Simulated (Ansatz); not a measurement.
Reaction (hydrogenolysis of the Si–Cl bond): `O[SiH](O)S[SiH](O)Cl` + H₂ → `O[SiH2]S[SiH](O)O` + HCl

Program: Ansatz. Geometries: PBE0-D4/def2-TZVP. ΔE: electronic, gas phase. CCSD(T)/CBS is the MP2 limit (def2-TZVPP, def2-QZVPP) plus CCSD(T) − MP2 in def2-TZVPP, frozen cores. This one scheme is used for every species. DFT in def2-TZVPP. B3LYP here is the variant with VWN-RPA as its local correlation; programs differ in this. One conformer a species, not always the lowest.

```csv
level,ΔE (kJ/mol)
B2PLYP,79.9
B3LYP,74.6
MP2/def2-TZVPP,88.8
CCSD/CBS(def2),81.4
```

What does CCSD(T)/CBS give? (An estimate is asked.)

Ansatz gave: +85.1 kJ/mol. The listed levels differ from it by -5.2, -10.5, 3.7, -3.7 kJ/mol.

Largest T1 diagnostic among the species: 0.012.

In def2-TZVPP, CCSD(T) changes the Hartree–Fock value by +8.0 kJ/mol (the triples alone add +3.7 kJ/mol) and MP2 by +18.5 kJ/mol. The D4 term adds +10.5 kJ/mol with B3LYP and +5.7 kJ/mol with PBE0; it sums over pairs of atoms, weighted by their polarisabilities, and B3LYP, whose exchange is more repulsive, gets the larger term.
